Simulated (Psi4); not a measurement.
Pair of molecules, SMILES [AlH3] with SMILES CC#N (the first has 4 atoms); geometry from B3LYP-D3(BJ)/def2-TZVP, rigid monomers moved along the line of their centres of mass till Al1···N7 is 2.85 Å.
(charge 0, multiplicity 1):
```xyz
10

Al    -0.03534     0.15324    -0.40982
H     -1.49527    -0.22022    -0.92852
H      1.14634    -0.86223    -0.74495
H      0.33284     1.70002    -0.30107
C     -0.67665    -0.96452     4.87561
C     -0.50604    -0.66725     3.46951
N     -0.37072    -0.43236     2.35838
H     -0.23045    -1.93295     5.10369
H     -0.19059    -0.19489     5.47595
H     -1.73903    -0.99250     5.11963
```

Computed with SAPT0/jun-cc-pV(D+d)Z (Psi4).

### Question
Give the four SAPT terms and the total, and say what mostly holds the pair together.

### Answer
electrostatics -11.56, exchange 3.58, induction -3.71, dispersion -1.68, total -13.37 kcal/mol; the largest attraction is electrostatics.
